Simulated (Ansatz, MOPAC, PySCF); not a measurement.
Molecule: SnOH, net charge 1, singlet state. SMILES: [OH+]=[Sn]
Geometry: optimised at B3LYP-D3(BJ)/def2-TZVP (Ansatz, a program for electronic structure).

Wanted: vertical ionisation energy to the doublet, in eV. Set-up: six Cartesian d functions in 6-31G* and its kin unless marked 5d; frozen cores in correlated levels (noble-gas shells and the d and f shells of earlier blocks); each state is the SCF solution reached for its charge and spin; spin-orbit terms left out; LANL2DZ with its own core potentials from Na on; def2 sets with scalar-relativistic core potentials past Kr; PM7 with its own dispersion and hydrogen-bond terms; UHF or UKS for open shells; STO-3G and 3-21G all-electron and non-relativistic; dispersion terms only where a functional's name holds one. First-principles rows: single points at B3LYP-D3(BJ) geometries (Ansatz). Semi-empirical rows: differences of heats of formation at the shared geometry for vertical values.

```
level                                    program  vertical ionisation energy to the doublet (eV)
---------------------------------------  -------  ----------------------------------------------
PM3                                        MOPAC                                           16.29
PM6                                        MOPAC                                           15.19
PM7                                        MOPAC                                           15.83
HF/6-31G* with LANL2DZ past Ar            Ansatz                                           15.87
PBE/6-31G* with LANL2DZ past Ar           Ansatz                                           18.16
B3LYP/STO-3G                              Ansatz                                           15.41
B3LYP/3-21G                               Ansatz                                           17.45
B3LYP/6-31G* with LANL2DZ past Ar         Ansatz                                           17.96
M06-2X/6-31G* with LANL2DZ past Ar (5d)    PySCF                                           17.73
MP2/6-31G* with LANL2DZ past Ar           Ansatz                                           17.60
M06-2X/def2-TZVPD                          PySCF                                           17.75
```

No value to compare with is used here. The 10 habitual levels span 15.19 (PM6) to 18.16 eV (PBE/6-31G* with LANL2DZ past Ar); M06-2X/def2-TZVPD gives 17.75.

The levels are drawn from those run, B3LYP/6-31G* more often than the rest, none by its result; runs whose electronic state is in doubt are left out.
